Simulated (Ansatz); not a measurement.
One change: `C#[C][SnH]([CH3])[Cl]` becomes `C#[C][SnH]([Cl])[Cl]`.

Ansatz, PBE0-D4/def2-TZVP geometries, multiplicity 1. 

Elements past krypton have def2 core potentials.

```
                                          property  `C#[C][SnH]([CH3])[Cl]`
               HOMO energy (B3LYP/def2-TZVPP) / eV                    -7.97
                HOMO energy (PBE0/def2-TZVPP) / eV                    -8.22
                LUMO energy (PBE0/def2-TZVPP) / eV                    -0.76
size of the dipole moment (ωB97M-V/def2-TZVPP) / D                     2.84
    zero-point energy (PBE0-D4/def2-TZVP) / kJ/mol                    164.9
               HOMO–LUMO gap (PBE/def2-TZVPP) / eV                     5.36
```

Task: Give the same properties after the change, and the shifts. (Best estimate.)

Result: The calculation gave: 
```json
{"property": "HOMO energy (B3LYP/def2-TZVPP) / eV", "`C#[C][SnH]([Cl])[Cl]`": "-8.60", "shift": "-0.63"}
{"property": "HOMO energy (PBE0/def2-TZVPP) / eV", "`C#[C][SnH]([Cl])[Cl]`": "-8.88", "shift": "-0.66"}
{"property": "LUMO energy (PBE0/def2-TZVPP) / eV", "`C#[C][SnH]([Cl])[Cl]`": "-1.49", "shift": "-0.73"}
{"property": "size of the dipole moment (ωB97M-V/def2-TZVPP) / D", "`C#[C][SnH]([Cl])[Cl]`": "2.68", "shift": "-0.16"}
{"property": "zero-point energy (PBE0-D4/def2-TZVP) / kJ/mol", "`C#[C][SnH]([Cl])[Cl]`": "73.4", "shift": "-91.5"}
{"property": "HOMO–LUMO gap (PBE/def2-TZVPP) / eV", "`C#[C][SnH]([Cl])[Cl]`": "5.17", "shift": "-0.19"}
```

With PBE0 the HOMO falls by 0.66 eV and the LUMO falls by 0.73 eV, so the gap narrows by about 0.07 eV. PBE moves the HOMO by -0.61 eV and ωB97M-V by -0.72 eV. The zero-point energy changes by -91.5 kJ/mol with -9 modes. Dipoles are sizes alone; their direction can turn.

B3LYP here is the variant with VWN-RPA as its local correlation; programs differ in this.
